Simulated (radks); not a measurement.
Problem. Species: neutral palladium. Configuration: [Kr] 4d10. Calculated with a radial shooting solver on a logarithmic mesh with Libxc functionals: scalar-relativistic Kohn-Sham, LDA (Slater exchange, Perdew-Wang correlation), spin-polarised, spherical densities, finite nucleus; Fermi nuclear charge, rms radius 4.5318 fm. Some entries of the table are withheld. Estimate them.

| orbital | occ. | eigenvalue (eV) | r(max) (bohr) |
|---|---|---|---|
| 1s | 2 | -24134.65 | 0.02068 |
| 2s | 2 | -3524.599 | 0.1169 |
| 2p | 6 | -3162.249 | 0.09341 |
| 3s | 2 | -634.9370 | 0.3422 |
| 3p | 6 | -515.8123 | 0.3352 |
| 3d | 10 | -325.9468 | (1) |
| 4s | 2 | -85.4307 | 0.8500 |
| 4p | 6 | (2) | 0.9086 |
| 4d | 10 | (3) | (4) |

Solution. 
(1) 3d r(max) (bohr): 0.2819
(2) 4p eigenvalue (eV): -51.3611
(3) 4d eigenvalue (eV): -4.3088
(4) 4d r(max) (bohr): 1.100
